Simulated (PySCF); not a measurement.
Theory: core-valence-separated Tamm–Dancoff BHandHLYP/aug-pcX-1 (pcseg-1 on H, def2-SVPD on S) in PySCF, non-relativistic, gas phase, PBE0-D3(BJ)/def2-SVP geometry. Absolute energies from this functional tend to lie a few eV below measured edges; no shift was applied.

Main lines of an unknown, eV (oscillator strength): C K: 283.3 (0.080), 285.8 (0.103), 286.1 (0.034), 286.5 (0.056), 287.0 (0.015); O K: 528.5 (0.052). Listed: the first five lines at most of each edge with a tenth or more of its strongest line's intensity; roots within 0.03 eV on the same or equivalent atoms are summed. Only the lowest roots were sought, and the top ones are left out.

Problem. Which candidate gives them?
A. `CC(C1COC1)=S`
B. `S1CCC(=O)CC1`

Solution. B. 

- `O=C1CCSCC1`: C K: 283.3 (0.080), 285.8 (0.103), 286.1 (0.034), 286.5 (0.056), 287.0 (0.015); O K: 528.5 (0.052). First C line listed at 283.3 eV, hole on the ketone carbonyl carbon (1s→π*); first O line listed at 528.5 eV, hole on the ketone oxygen (1s→π*).
- `CC(=S)C1COC1`: C K: 282.0 (0.077), 285.8 (0.022), 285.8 (0.010), 286.0 (0.016), 286.3 (0.021); O K: 533.1 (0.012), 533.8 (0.034), 534.0 (0.006), 535.0 (0.014), 535.2 (0.006). First C line listed at 282.0 eV, hole on the thiocarbonyl carbon (1s→π*); first O line listed at 533.1 eV, hole on the cyclic ether oxygen.

One conformer each; other structures than these candidates weren't tested.
